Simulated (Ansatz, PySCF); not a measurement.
Dimer: H2O (SMILES O) (first 3 atoms) with CH2O (SMILES C=O); geometry from B3LYP-D3(BJ)/def2-TZVP, rigid monomers moved along the line of their centres of mass till O1···C4 is 3.93 Å.
(charge 0, multiplicity 1):
```xyz
7

O     -0.150     0.438    -0.115
H      0.492     0.168    -0.779
H     -0.524    -0.382     0.230
C     -0.028     0.432     3.818
O     -0.432    -0.689     3.978
H      1.051     0.672     3.819
H     -0.710     1.287     3.666
```

Monomers are frozen at their geometry in the pair; levels with a basis set take the counterpoise correction.

Frozen-core correlation. CBS: X⁻³ extrapolation of the correlation energy, Hartree–Fock from the larger set.

Run with Ansatz (a quantum-chemistry and plane-wave program); PySCF for the dispersion terms. Values without a source in brackets are computed.

PBE/def2-TZVPPD gives -1.20 kcal/mol for the interaction energy.

Task: How do the other levels lie against it? Give each less PBE: PBE-D3(BJ)/def2-TZVPPD, r2SCAN/def2-TZVPPD, PBE0/def2-TZVPPD, wB97M-V/def2-TZVPPD, MP2/CBS(aug-cc-pVDZ, aug-cc-pVTZ), CCSD(T)/CBS(aug-cc-pVDZ, aug-cc-pVTZ).

Result: PBE-D3(BJ)/def2-TZVPPD -0.23; r2SCAN/def2-TZVPPD -0.09; PBE0/def2-TZVPPD -0.04; wB97M-V/def2-TZVPPD -0.20; MP2/CBS(aug-cc-pVDZ, aug-cc-pVTZ) -0.16; CCSD(T)/CBS(aug-cc-pVDZ, aug-cc-pVTZ) -0.17 kcal/mol. 0 of 6 lie above PBE; the widest gap is to PBE-D3(BJ)/def2-TZVPPD.
